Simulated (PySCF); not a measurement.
Hf(Cl)3(OSiH3) (Cl₃H₃HfOSi), SMILES [Cl][Hf]([O][SiH3])([Cl])[Cl], multiplicity 1. Atoms are numbered in the order given.

```xyz
9

Hf     0.0000     0.0000     0.2715
Cl     1.5361    -1.6263     1.0100
Cl    -2.1765    -0.5171     1.0100
Cl     0.6404     2.1434     1.0100
O      0.0000     0.0000    -1.6413
Si     0.0000     0.0000    -3.3234
H     -1.3734    -0.3165    -3.7989
H      0.9608    -1.0312    -3.7989
H      0.4126     1.3477    -3.7989
```
Charge 0, spin multiplicity 1.

Coordinates come from a B3LYP-D3(BJ)/def2-SVP optimisation. The multiplicity is an assumed one; other spin states were not compared. The isomer is the one that the SMILES or the coordinates give; other isomers of the formula were not compared. The def2 effective core potentials stand for the cores of Hf; spin–orbit coupling is left out. The values are those of a single conformer.

Method: B3LYP-D3(BJ)/def2-SVP run with PySCF 2.14.0.

Frequencies are harmonic and unscaled.

Modes within 1.5 cm⁻¹ of each other (mostly degenerate sets) share a row, with their intensities summed.

### Question
List the normal modes with their intensities. (Estimate from the structure and the level; the computed values follow.)

### Answer

```csv
mode,ν (cm⁻¹),IR (km/mol),moving atoms (share of kinetic energy)
1,12,0.0,H 99 %
2–3,40,0.1,"Cl 44 %, Si 33 %, H 10 %, Hf 8 %"
4–6,95,8.6,"Cl 91 %, Hf 8 %"
7–8,177,10.5,"O 76 %, Cl 12 %"
9,362,13.5,"Cl 81 %, Si 16 %"
10–11,386,151.0,"Cl 75 %, Hf 24 %"
12,395,29.8,"Si 47 %, Hf 26 %, Cl 14 %"
13–14,726,112.2,"H 84 %, Si 9 %"
15–17,956,1192.9,H 96 %
18,1035,141.9,"O 61 %, H 37 %"
19,2245,80.5,H 99 %
20–21,2250,229.0,H 96 %
```
